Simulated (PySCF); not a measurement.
## Frontier orbitals and the lowest excitations

Species: Ti(OiPr)2(OMe)2, C8H20O4Ti (singlet state).
Cartesian coordinates in Å at the PBE0-D3(BJ)/def2-SVP level; atoms count from 1:
```
atom  x, y, z in Å
Ti1   -0.4313   -0.6341    0.0925
O2     0.2145   -0.7754    1.7501
C3     0.7793   -0.0588    2.8114
C4    -0.2828    0.8067    3.4713
C5     1.9683    0.7540    2.3217
H6     1.1416   -0.8004    3.5500
H7    -0.6645    1.5441    2.7470
H8     0.1240    1.3464    4.3402
H9    -1.1262    0.1868    3.8092
H10    2.6994    0.1003    1.8237
H11    1.6344    1.5132    1.5955
H12    2.4693    1.2689    3.1556
O13    0.8939   -0.8890   -1.0782
C14    1.4372   -0.4245   -2.2812
C15    1.9789    0.9839   -2.0930
C16    0.3996   -0.5034   -3.3905
H17    2.2786   -1.0967   -2.5406
H18    1.1588    1.6640   -1.8128
H19    2.4501    1.3580   -3.0147
H20    2.7273    1.0009   -1.2869
H21    0.0040   -1.5265   -3.4726
H22   -0.4414    0.1745   -3.1704
H23    0.8304   -0.2163   -4.3619
O24   -1.0623    1.0123   -0.1515
C25   -2.1359    1.8460   -0.4122
H26   -3.0529    1.2706   -0.6345
H27   -1.9214    2.4972   -1.2785
H28   -2.3433    2.4981    0.4551
O29   -1.7417   -1.7989   -0.1722
C30   -2.3901   -3.0170   -0.1954
H31   -1.8510   -3.7465   -0.8269
H32   -3.4101   -2.9064   -0.6052
H33   -2.4791   -3.4440    0.8202
```

Method used: TDDFT PBE0/def2-SVPD, vertical, gas phase, core orbitals frozen in the response (PySCF).

Kohn–Sham orbitals with the atoms that hold most of them (Löwdin shares over 4%, at most four atoms; ? is withheld):

```
orbital  ε (eV)                              atoms
 LUMO+2    0.11    Ti1 55%, C30 6%, O24 5%, O13 5%
 LUMO+1   -0.48     Ti1 74%, O24 7%, O29 5%, O2 4%
   LUMO       ?                                  ?
   HOMO   -7.45    O2 31%, O13 27%, O29 6%, C16 5%
 HOMO-1   -7.54                                  ?
 HOMO-2   -7.69  O2 20%, O24 17%, O29 16%, O13 10%
 HOMO-3   -8.27   O24 23%, O13 15%, O29 11%, O2 7%
```

Problem. Which atoms hold the HOMO-1, and with what shares?

Solution. O13 (bonded to C and Ti) 24%; O29 (bonded to C and Ti) 20%; O2 (bonded to C and Ti) 12%; O24 (bonded to C and Ti) 8%.

Problem. Which atoms hold the LUMO, and with what shares?

Solution. Ti1 (bonded to 4 O) 74%; O24 (bonded to C and Ti) 6%; O29 (bonded to C and Ti) 5%; O2 (bonded to C and Ti) 4%. By element: titanium 74%, oxygen 15% or more.

Problem. What is the LUMO energy, and the HOMO–LUMO gap?

Solution. ε(LUMO) = -0.65 eV; the gap is 6.81 eV (0.2501 hartree).

Problem. How does S1 compare with the orbital gap of 6.81 eV?

Solution. S1 is at 5.20 eV (f = 0.0042), 1.61 eV below the gap, made of HOMO→LUMO (74%), HOMO→LUMO+1 (9%), HOMO-1→LUMO (8%). Without the coupling terms of the response equations the lowest excitation would equal the gap.

Problem. Give energy, strength and leading configuration of S1, S2, S3 and S6, and follow the Löwdin shares of the leading atoms from the occupied to the empty orbital.

Solution. 
- S1 (5.20 eV, f 0.0042), HOMO→LUMO (74%): O2 31% → 4%, O13 27% → at most 4%, Ti1 at most 5% → 74%, O24 at most 5% → 6%; the Löwdin share of titanium is at most 5% in HOMO and 74% in LUMO (ligand-to-metal charge transfer by this measure)
- S2 (5.27 eV, f 0.0033), HOMO-1→LUMO (76%): O13 24% → at most 4%, O29 20% → 5%, Ti1 at most 8% → 74%, O24 8% → 6%; the Löwdin share of titanium is at most 8% in HOMO-1 and 74% in LUMO (ligand-to-metal charge transfer by this measure)
- S3 (5.40 eV, f 0.010), HOMO→LUMO+1 (70%): O2 31% → 4%, O13 27% → at most 5%, Ti1 at most 5% → 74%, O24 at most 5% → 7%; the Löwdin share of titanium is at most 5% in HOMO and 74% in LUMO+1 (ligand-to-metal charge transfer by this measure)
- S6 (5.65 eV, f 0.018), HOMO-2→LUMO+1 (76%): O2 20% → 4%, O24 17% → 7%, Ti1 at most 10% → 74%; the Löwdin share of titanium is at most 10% in HOMO-2 and 74% in LUMO+1 (ligand-to-metal charge transfer by this measure)
